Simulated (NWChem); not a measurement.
System: C₄H₆S; SMILES S1C=CCC1

Input file for NWChem:

```
start job
memory heap 200 mb stack 900 mb global 1100 mb
geometry units angstroms noautoz
  C      0.880046    -1.176853     0.104800
  C      1.265589     0.102135     0.022949
  S     -0.032572     1.256993    -0.252360
  C     -1.272972    -0.045065     0.113707
  C     -0.589720    -1.392884    -0.131748
  H      1.580775    -2.002903     0.244861
  H      2.290846     0.472326     0.087952
  H     -1.566814     0.063016     1.169902
  H     -2.160305     0.115742    -0.513496
  H     -0.746436    -1.729893    -1.174987
  H     -1.020491    -2.172171     0.517425
end
basis spherical
  * library 6-31g*
end
dft
  xc b3lyp
  iterations 150
  mulliken
end
task dft energy
```

Excerpt of the output:

```
             Northwest Computational Chemistry Package (NWChem) 7.3.0
             --------------------------------------------------------

 C1  symmetry detected

                             Geometry "geometry" -> ""
                             -------------------------

 Output coordinates in angstroms (scale by  1.889725989 to convert to a.u.)

  No.       Tag          Charge          X              Y              Z
 ---- ---------------- ---------- -------------- -------------- --------------
    1 C                    6.0000     0.86656642    -1.20046719     0.05186582
    2 C                    6.0000     1.27855217     0.07265743     0.07583925
    3 S                   16.0000     0.00169910     1.27342697    -0.07420328
    4 C                    6.0000    -1.26087539    -0.03034732     0.19788217
    5 C                    6.0000    -0.61109052    -1.36489703    -0.17689003
    6 H                    1.0000     1.55124358    -2.04971580     0.10655408
    7 H                    1.0000     2.31252584     0.41476689     0.15507470
    8 H                    1.0000    -1.53567279    -0.00981713     1.26448303
    9 H                    1.0000    -2.15423256     0.20310728    -0.39710881
   10 H                    1.0000    -0.79147313    -1.60540230    -1.24277085
   11 H                    1.0000    -1.04849259    -2.18944584     0.40883700

 Effective nuclear repulsion energy (a.u.)     216.9021845520

                                 NWChem DFT Module
                                 -----------------

 Summary of "ao basis" -> "ao basis" (spherical)
 ------------------------------------------------------------------------------
       Tag                 Description            Shells   Functions and Types
 ---------------- ------------------------------  ------  ---------------------
 C                           6-31g*                  6       14   3s2p1d
 S                           6-31g*                  8       18   4s3p1d
 H                           6-31g*                  2        2   2s

            General Information
            -------------------
          SCF calculation type: DFT
          Wavefunction type:  closed shell.
          No. of atoms     :    11
          No. of electrons :    46
           Alpha electrons :    23
            Beta electrons :    23
          Charge           :     0
          Spin multiplicity:     1
          Use of symmetry is: off; symmetry adaption is: off
          Maximum number of iterations: 150
          AO basis - number of functions:    86
                     number of shells:    44
          Convergence on energy requested:  1.00D-06
          Convergence on density requested:  1.00D-05
          Convergence on gradient requested:  5.00D-04

              XC Information
              --------------
                         B3LYP Method XC Potential
                     Hartree-Fock (Exact) Exchange  0.200
                        Slater Exchange Functional  0.800 local
                    Becke 1988 Exchange Functional  0.720 non-local
              Lee-Yang-Parr Correlation Functional  0.810
                  VWN I RPA Correlation Functional  0.190 local

             Grid Information
             ----------------
          Grid used for XC integration:  medium
          Radial quadrature: Mura-Knowles
          Angular quadrature: Lebedev.
          Tag              B.-S. Rad. Rad. Pts. Rad. Cut. Ang. Pts.
          ---              ---------- --------- --------- ---------
          C                   0.70       49          10.0       434
          S                   1.00       88          10.0       590
          H                   0.35       45          11.0       434
          Grid pruning is: on
          Number of quadrature shells:   554
          Spatial weights used:  Erf1

      Superposition of Atomic Density Guess
      -------------------------------------

 Sum of atomic energies:        -551.08609278

      Non-variational initial energy
      ------------------------------

 Total energy =    -554.164596
 1-e energy   =   -1185.506852
 2-e energy   =     414.440071
 HOMO         =      -0.211600
 LUMO         =       0.040739

     ---------------------------------------------
      Total Density - Mulliken Population Analysis
     ---------------------------------------------

    Atom       Charge   Shell Charges
 -----------   ------   -------------------------------------------------------
    1 C    6     6.24   2.00  0.74  1.94  0.54  0.98  0.04
    2 C    6     6.29   2.00  0.72  1.82  0.61  1.09  0.04
    3 S   16    15.97   2.00  2.00  5.98  1.33  2.97  0.48  1.16  0.05
    4 C    6     6.43   2.00  0.70  1.85  0.68  1.17  0.04
    5 C    6     6.43   2.00  0.71  1.96  0.63  1.09  0.04
    6 H    1     0.77   0.46  0.31
    7 H    1     0.76   0.46  0.30
    8 H    1     0.78   0.47  0.31
    9 H    1     0.77   0.47  0.30
   10 H    1     0.78   0.47  0.31
   11 H    1     0.77   0.47  0.31

   convergence    iter        energy       DeltaE   RMS-Dens  Diis-err
 ---------------- ----- ----------------- --------- --------- ---------
 d= 0,ls=0.0,diis     1   -554.1452849921 -7.71D+02  8.04D-03  4.24D-01
 d= 0,ls=0.0,diis     2   -554.1788747639 -3.36D-02  5.14D-03  1.43D-01
 d= 0,ls=0.0,diis     3   -554.1882115521 -9.34D-03  2.21D-03  7.34D-02
 d= 0,ls=0.0,diis     4   -554.1975528460 -9.34D-03  5.30D-04  1.91D-03
 d= 0,ls=0.0,diis     5   -554.1977543816 -2.02D-04  1.93D-04  4.71D-04
  Resetting Diis
 d= 0,ls=0.0,diis     6   -554.1978182352 -6.39D-05  2.37D-05  2.45D-06
 d= 0,ls=0.0,diis     7   -554.1978185094 -2.74D-07  1.90D-05  5.78D-07
 d= 0,ls=0.0,diis     8   -554.1978184647  4.48D-08  1.10D-05  8.59D-07
 d= 0,ls=0.0,diis     9   -554.1978185944 -1.30D-07  1.38D-06  2.09D-08

         Total DFT energy =     -554.197818594402
      One electron energy =    -1189.617321661522
           Coulomb energy =      468.203670099064
    Exchange-Corr. energy =      -49.686351583947
 Nuclear repulsion energy =      216.902184552003

 Numeric. integr. density =       45.999984544791

                       DFT Final Molecular Orbital Analysis
                       ------------------------------------

 Vector   21  Occ=2.000000D+00  E=-3.223109D-01
              MO Center=  5.0D-03,  7.0D-01, -6.6D-02, r^2= 3.0D+00
   Bfn.  Coefficient  Atom+Function         Bfn.  Coefficient  Atom+Function
  ----- ------------  ---------------      ----- ------------  ---------------
    36      0.495965   3 S  py               38      0.258614   3 S  s
    50     -0.196756   4 C  py               32     -0.191466   3 S  py
    37     -0.187107   3 S  pz               34      0.173845   3 S  s
    40      0.172287   3 S  py               64      0.153353   5 C  py
    18     -0.142296   2 C  py               17      0.128995   2 C  px

 Vector   22  Occ=2.000000D+00  E=-2.999032D-01
              MO Center=  4.8D-01,  1.9D-01,  5.4D-02, r^2= 2.8D+00
   Bfn.  Coefficient  Atom+Function         Bfn.  Coefficient  Atom+Function
  ----- ------------  ---------------      ----- ------------  ---------------
    37      0.341985   3 S  pz               19      0.336540   2 C  pz
    23      0.233674   2 C  pz               36      0.233190   3 S  py
     5      0.218212   1 C  pz               41      0.177750   3 S  pz
     9      0.132852   1 C  pz               33     -0.132044   3 S  pz
    86     -0.125851  11 H  s                40      0.101467   3 S  py

 Vector   23  Occ=2.000000D+00  E=-1.989987D-01
              MO Center=  2.6D-01,  3.2D-01, -3.0D-02, r^2= 3.2D+00
   Bfn.  Coefficient  Atom+Function         Bfn.  Coefficient  Atom+Function
  ----- ------------  ---------------      ----- ------------  ---------------
    37      0.547244   3 S  pz               41      0.361098   3 S  pz
     5     -0.312249   1 C  pz                9     -0.259986   1 C  pz
    33     -0.204947   3 S  pz               19     -0.199117   2 C  pz
    23     -0.151908   2 C  pz               80     -0.152574   8 H  s
    84     -0.142101  10 H  s                83     -0.086340  10 H  s

 Vector   24  Occ=0.000000D+00  E= 1.701597D-02
              MO Center=  7.4D-01, -3.1D-01,  2.3D-02, r^2= 2.9D+00
   Bfn.  Coefficient  Atom+Function         Bfn.  Coefficient  Atom+Function
  ----- ------------  ---------------      ----- ------------  ---------------
    23     -0.577383   2 C  pz                9      0.552207   1 C  pz
    19     -0.396416   2 C  pz                5      0.384362   1 C  pz
    39      0.302496   3 S  px               54      0.274909   4 C  py
    84      0.251059  10 H  s                41      0.164887   3 S  pz
    37      0.157274   3 S  pz               52      0.154759   4 C  s

 Vector   25  Occ=0.000000D+00  E= 3.338030D-02
              MO Center= -2.7D-02,  8.6D-01, -4.5D-02, r^2= 3.5D+00
   Bfn.  Coefficient  Atom+Function         Bfn.  Coefficient  Atom+Function
  ----- ------------  ---------------      ----- ------------  ---------------
    52      0.949228   4 C  s                39      0.918586   3 S  px
    20     -0.678746   2 C  s                35      0.415828   3 S  px
    54      0.269345   4 C  py               53      0.267605   4 C  px
    23      0.230630   2 C  pz               22     -0.221285   2 C  py
    50      0.193381   4 C  py               67      0.186576   5 C  px

[...]
```

Level: B3LYP/6-31G* (spherical d). All runs use the structure optimised with PBE0/def2-SVP.
